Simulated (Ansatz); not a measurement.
Problem. Name a neutral molecule of C, N, O, Ti and H with LUMO energy (PBE0/def2-TZVPP) between -1.05 and -0.75 eV and size of the dipole moment (B3LYP/def2-TZVPP) between 1.10 and 1.40 D (Ansatz, PBE0-D4/def2-TZVP geometry).

Solution. `CC(C)[NH][Ti]([OH])([OH])[OH]` (-1.02 eV, 1.32 D). Other molecules can fit too; these were computed, each in one conformer that needn't be the lowest.

B3LYP here is the variant with VWN-RPA as its local correlation; programs differ in this.
